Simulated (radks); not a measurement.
The numbers below are computed, except where a source is named.
Q: These are the eigenvalues of the occupied orbitals of an atom or ion with whole-number occupations (hartree). Level of theory: scalar-relativistic Kohn-Sham, B86b exchange with PBE correlation, spin-polarised, spherical densities, finite nucleus; Fermi nuclear charge, rms radius of each element as measured or else 0.836 A^(1/3) + 0.57 fm (a radial shooting solver on a logarithmic mesh with Libxc functionals).

| orbital | eigenvalue |
|---|---|
| 1s down | -257.9285 |
| 1s up | -257.9279 |
| 2s up | -30.81029 |
| 2s down | -30.74154 |
| 2p up | -26.34578 |
| 2p down | -26.29376 |
| 3s up | -4.19314 |
| 3s down | -4.03262 |
| 3p up | -2.94403 |
| 3p down | -2.78664 |
| 3d up | -0.99967 |
| 3d down | -0.85540 |

Which element is it, and in what charge state? The configuration may be excited. Open shells, if any, are filled with parallel spins first.

A: Z = 26, iron, charge +2: Fe2+ in [Ar] 3d6. The list shows which subshells hold electrons but not how many an open one holds; the 1s level, -257.93 hartree, gives Z - s = 22.7 by -(Z - s)^2/2, which with screening and relativity narrows Z to a few neighbours, and the depths of the outer levels then fix element, charge and occupations together.
